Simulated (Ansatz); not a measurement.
This geometry of CH$_{4}$AlNO (8 atoms, charge 0, multiplicity 1) is a first-order saddle point.

The calculation used Ansatz 0.2.0, RKS PBE0/def2-SVP.

```xyz
8
Properties=species:S:1:pos:R:3
N 0.075 1.571 -0.507
C 0.331 0.437 0.009
O 1.501 0.296 0.670
Al -0.696 -1.277 0.051
H -0.827 1.595 -0.985
H 1.949 1.161 0.614
H -0.514 -2.314 -1.138
H -1.726 -1.526 1.231
```

Problem. Which two structures does it join? (They come from a converged band through this point; their orientation in space is the band's.)

Solution. No bond is made or broken. The dihedral O3–C2–Al4–H8 goes from 0 to 179°. The two ends are copies of one structure, up to a mirror image or an exchange of like atoms.

Initial state:

```xyz
8
Properties=species:S:1:pos:R:3
N 0.345 1.324 -0.844
C 0.368 0.421 0.056
O 1.236 0.557 1.078
Al -0.769 -1.217 0.119
H -0.348 1.116 -1.565
H 1.716 1.389 0.917
H -1.786 -1.353 -1.094
H -0.669 -2.294 1.277
```

Final state:

```xyz
8
Properties=species:S:1:pos:R:3
N 0.340 1.326 -0.839
C 0.370 0.420 0.057
O 1.243 0.553 1.074
Al -0.768 -1.218 0.117
H -0.358 1.121 -1.556
H 1.721 1.387 0.914
H -0.660 -2.306 1.264
H -1.797 -1.339 -1.088
```

Problem. How far does it lie above each of them?

Solution. 5.3 kJ/mol above the first and 5.3 kJ/mol above the second. This is the barrier of this one path; another mechanism may lie lower.

Time of the run: 2 min on 1 CPU thread of a shared host.
